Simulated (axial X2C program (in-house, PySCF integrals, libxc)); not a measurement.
# Worked dissociation energy of InS: CCSD, without spin–orbit coupling

Calculated with an axial X2C code built on PySCF integrals. Spin-free means the one-electron spin-free X2C Hamiltonian. Basis: In dyall-cv3z [11s12p9d4f1g], S dyall-av3z [9s8p3d2f] (cores contracted in-house); Gaussian nuclei, density fitting, unrestricted open shells. Masses: In 114.904 u, S 31.972 u.

Molecular state: M_S = 1/2, Λ = 0 (beyond evenly filled blocks: σα).

Correlated methods: 19 electrons correlated (number of frozen shells: In 4 s, 3 p, 1 d; S 2 s, 1 p), 259 virtual spin orbitals or spinors in MP2, 140 natural virtuals in coupled cluster.

* E(In) (2M_S = 1, M_L = 0): -5878.769745 hartree
* E(S) (2M_S = 2, M_L = 0): -398.740455 hartree
* E(InS) at Re: -6277.616437 hartree
* ωe: 351.7 cm⁻¹
* ωexe: 1.97 cm⁻¹

(1) Work out De and D0.

One determinant describes the state; a PBE0 search over occupations chose it and may have missed a lower one. Dissociation energies refer to the lowest single-determinant-based atoms at the same level and basis. CCSD ran in a truncated set of natural virtual spinors with an MP2 remainder; without triples it tends to underbind. PBE0 can misorder states that lie within some tenths of an eV, so this need not be the ground state of the molecule. The nearest other spin-free determinant of the search, M_S = 1/2, Λ = 1, lies 0.38 eV up at the distance of the search. Spin-free De lacks the spin–orbit lowering of the heavy p-block atom, a tenth of an eV or more for 4p and 5p, up to an eV for 6p and one to two eV for 7p atoms, less what an open-shell molecule gains itself.

Each atomic determinant is the lowest at this level and need not be a pure term. Totals compare only within one Hamiltonian and basis.

Answers

(1) De = -5878.769745 + (-398.740455) − (-6277.616437) = 0.10624 hartree = 2.891 eV. The zero-point energy is ωe/2 − ωexe/4 = 175 cm⁻¹ = 0.022 eV, so D0 = 2.869 eV.
